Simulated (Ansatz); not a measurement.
Ideal-gas functions of AlBrCl (`[Cl][Al][Br]`) radical at 400 K and 1 bar, from an Ansatz frequency run at PBE0-D4/def2-TZVP.

Molar mass 142.34 g/mol, point group Cs (symmetry number 1), electronic degeneracy 2, moments of inertia 25.677, 363.566, 389.243 u Å². Harmonic wavenumbers (cm⁻¹, unscaled): 121, 380, 540.

Use S(trans) = R[1.5 ln M + 2.5 ln T − 1.1517]; rotational temperatures θ = 24.2544 K / I; S(rot) = R[ln(√π/σ · √(T³/θAθBθC)) + 1.5]; for each mode x = 1.438777 ν̃/T, S = R[x/(eˣ − 1) − ln(1 − e⁻ˣ)] and H = RT x/(eˣ − 1); 1 cm⁻¹ = 0.0119627 kJ/mol; R = 8.31446 J/(mol·K).

**Question.** By hand: the entropy, in J/(mol·K).

**Answer.** Translation 176.8. Rotation: θ = 0.9446, 0.0667, 0.0623 K, giving 115.0. Vibration, mode by mode: 15.30, 6.33, 3.99, in all 25.6. Electronic 5.8. Sum 323.2 J/(mol·K).

**Question.** By hand: H − E and G − E in kJ/mol, counted from the electronic energy.

**Answer.** Zero-point energy ½ × 1041 × 0.0119627 = 6.2; thermal vibration 5.3; translation, rotation and pV give 4 RT = 13.3. H − E = 24.8 kJ/mol, and G − E = 24.8 − 400 × 323.2/1000 = -104.5 kJ/mol.

Vibration gives 8 % of the entropy, 15.3 J/(mol·K) of it from the mode under 150 cm⁻¹: soft modes count most, and the harmonic formula is weakest for them.
